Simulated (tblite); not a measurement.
Ag, charge +1, singlet (GFN-xTB shapes and energies of metal compounds can be far from the true ones); tblite with GFN1-xTB.

The tblite input:
```
$ tblite run mol.xyz --method gfn1 --charge 1 --spin 0 --grad --json tblite.json --no-restart

# file mol.xyz
1

Ag     0.00000000     0.00000000     0.00000000
```

The log (banner, timings and long lists left out):

```
xTB calculator
 | screened Coulomb repulsion
 | Coulomb electrostatics
 |  * isotropic Klopman-Ohno-Mataga-Nishimoto electrostatics
 |  * onsite third-order electrostatics
 | DFT-D3(BJ) dispersion correction

halogen bonding energy    0.0000000000000E+00 Eh
repulsion energy          0.0000000000000E+00 Eh
dispersion energy         0.0000000000000E+00 Eh
number of electrons       1.0000000000000E+01 e
integral cutoff           3.0383276318896E+01 bohr

------------------------------------------------------------
  cycle        total energy    energy error   density error
------------------------------------------------------------
      1     -3.293688793048  -3.2936888E+00   1.4845392E+00
      2     -3.293688793048   0.0000000E+00   8.9072354E-01
      3     -3.293688793048   0.0000000E+00   5.3438069E-05
      4     -3.293688793048   0.0000000E+00   2.7466747E-13
------------------------------------------------------------

electronic energy        -3.2936887930479E+00 Eh
total energy             -3.2936887930479E+00 Eh

Post processing:
 | Mayer-Wiberg bond orders

[Info] Tight-binding results written to 'tblite.txt'
[Info] JSON dump of results written to 'tblite.json'
```
